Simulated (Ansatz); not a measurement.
`CC[N](C)[Ge]([Cl])([Cl])[Cl]` + `[NH2][Hf]([Cl])([Cl])[Cl]` → `[NH2][Ge]([Cl])([Cl])[Cl]` + `CC[N](C)[Hf]([Cl])([Cl])[Cl]`  (redistribution)

Isolated molecules relaxed with PBE0-D4/def2-TZVP in Ansatz; ΔE leaves out vibrations. CCSD(T)/CBS adds triple-zeta CCSD(T) − MP2 to the extrapolated MP2 energy (def2 sets, frozen cores). DFT in def2-TZVPP. Elements past krypton have def2 core potentials. For Ge, Hf outer-core shells are correlated without core-valence functions, which leaves a few kJ/mol of doubt a bond. Scalar relativity is left out up to krypton. One conformer a species, not always the lowest.

| level | ΔE (kJ/mol) |
| --- | --- |
| LDA (SPW92) | -6.4 |
| ωB97X-V | -4.9 |
| B2PLYP | -8.8 |
| CCSD/CBS(def2) | -4.7 |

Task: What does CCSD(T)/CBS give? (Estimate.)

Result: Ansatz gave: -6.2 kJ/mol. The listed levels differ from it by -0.2, 1.3, -2.6, 1.5 kJ/mol.

Largest T1 diagnostic among the species: 0.014.

In def2-TZVPP, CCSD(T) changes the Hartree–Fock value by −6.8 kJ/mol (the triples alone add −1.4 kJ/mol) and MP2 by −9.2 kJ/mol. Leaving LDA and LC-ωPBE aside and taking each functional with its dispersion term where it has one, the values, not all of them listed here, spread over 6.6 kJ/mol, from PBE-QIDH to CAM-B3LYP-D4.
